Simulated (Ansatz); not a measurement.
Consider the formal exchange of groups at the Sn–Cl bond: `[NH2][SnH]([OH])[Cl]` + `C=CC` → `[NH2][SnH2][OH]` + `C=CCCl`.

Program: Ansatz. Geometries: PBE0-D4/def2-TZVP. ΔE: electronic, gas phase. CCSD(T)/CBS adds triple-zeta CCSD(T) − MP2 to the extrapolated MP2 energy (def2 sets, frozen cores). Functionals use def2-TZVPP. HSE06 is defined as in plane-wave codes. Elements past krypton have def2 core potentials. For Sn outer-core shells are correlated without core-valence functions, which leaves a few kJ/mol of doubt a bond. Each species was taken in one conformer, which may not be the lowest.

| level | ΔE (eV) |
| --- | --- |
| LDA (SPW92) | 1.68 |
| PBE-D4 | 1.75 |
| HSE06-D4 | 1.79 |
| HSE06 | 1.79 |

Q: What does CCSD(T)/CBS give? (An estimate is asked.)

A: The calculation gave: +1.82 eV. The listed levels differ from it by -0.14, -0.07, -0.03, -0.03 eV.

Largest T1 diagnostic among the species: 0.013.

Leaving LDA and LC-ωPBE aside and taking each functional with its dispersion term where it has one, the values, not all of them listed here, spread over 0.13 eV, from revPBE-D4 to BHLYP-D4. LDA lies −0.07 eV from PBE without D4. From BLYP to BHLYP (50 % exact exchange), in def2-TZVPP and without D4, ΔE moves by +0.07 eV. In def2-TZVPP, CCSD(T) changes the Hartree–Fock value by −0.13 eV (the triples alone add −0.02 eV) and MP2 by −0.08 eV.
